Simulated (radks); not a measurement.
The numbers below are computed, except where a source is named.
Numerical settings for the fluorine ion F2+, [He] 2s2 2p3. Code: a radial shooting solver on a logarithmic mesh with Libxc functionals. Model: Dirac Kohn-Sham, PBE, spin-unpolarised, spherical densities, point nucleus; open shells fill j = l - 1/2 first. The defaults (mesh step 0.008 in ln r, mesh end at 40 bohr or more with all orbitals vanishing there, Anderson mixing 0.5 over 9 steps, residual threshold near 1e-9 with the energy settled to 1e-9 hartree or 1e-11 of itself, here a cap of 93 iterations) give E = -97.6244 hartree and 2p3/2 at -48.959 eV in 13 iterations. Times are rough (one thread of a shared host). Changes against that run (0 stands for a change within the tolerance of the run):

mesh step in ln r 0.03: iterations 13; converged yes; E (mhartree) 0; e(2p3/2) (meV) 0; CPU (s) 0.03
mesh step in ln r 0.005: iterations 13; converged yes; E (mhartree) 0; e(2p3/2) (meV) 0; CPU (s) 0.09
mesh step in ln r 0.05: iterations 13; converged yes; E (mhartree) -0.000157; e(2p3/2) (meV) 0; CPU (s) 0.02
mesh end (bohr) 1: iterations 13; converged level above zero; E (mhartree) +1.59e+04; e(2p3/2) (meV) +1.2e+05; CPU (s) 0.04
mesh end (bohr) 5: iterations 13; converged yes; E (mhartree) +0.0281; e(2p3/2) (meV) +1.98; CPU (s) 0.06
residual threshold 0.01: iterations 8; converged yes; E (mhartree) 0; e(2p3/2) (meV) +0.0406; CPU (s) 0.05
residual threshold 0.1: iterations 8; converged yes; E (mhartree) 0; e(2p3/2) (meV) +0.0406; CPU (s) 0.05
mixing 1.5: iterations 13; converged yes; E (mhartree) 0; e(2p3/2) (meV) 0; CPU (s) 0.07
linear mixing, mixing 0.5: iterations 31; converged yes; E (mhartree) 0; e(2p3/2) (meV) 0; CPU (s) 0.12
linear mixing, mixing 0.8: iterations 15; converged yes; E (mhartree) 0; e(2p3/2) (meV) 0; CPU (s) 0.06
mixing history 20: iterations 17; converged yes; E (mhartree) 0; e(2p3/2) (meV) 0; CPU (s) 0.08
iteration cap 8: iterations 8; converged no; E (mhartree) 0; e(2p3/2) (meV) +0.00652; CPU (s) 0.04

Settled on a wrong energy, with an occupied level pushed above zero by the early mesh end: mesh end (bohr) 1 (+15.9 hartree). Apart from these: no run marked as converged misses the energy by more than 1 mhartree. A mesh that ends early acts as a hard wall.
